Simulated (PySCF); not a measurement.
These are B3LYP-D3(BJ)/def2-TZVP // PBE0-D4/def2-TZVP (PySCF 2.14.0) values and carry that method's errors. All species are isolated molecules in the gas phase. One relaxed conformer stands for a flexible species; it need not be the lowest. B3LYP has the VWN-RPA correlation part, as in Gaussian. Delta-SCF ions had no search for a lower state. 

Reference species (SMILES): `B(N)(N)N` (neutral, multiplicity 1).

| Quantity | Result |
|---|---|
| vertical ionisation energy (Delta-SCF) | 8.81 eV |
| HOMO–LUMO gap | 6.82 eV |

Changed species: `SB(S)S` (3 of 3 NH2 replaced by SH; the reference has 0 of 3 NH2 replaced by SH).

Question: Predict the effect on the vertical ionisation energy (Delta-SCF) and HOMO–LUMO gap.

Answer: the vertical ionisation energy (Delta-SCF) increases by 0.66 eV, to 9.47 eV; the HOMO–LUMO gap falls by 0.47 eV, to 6.35 eV.
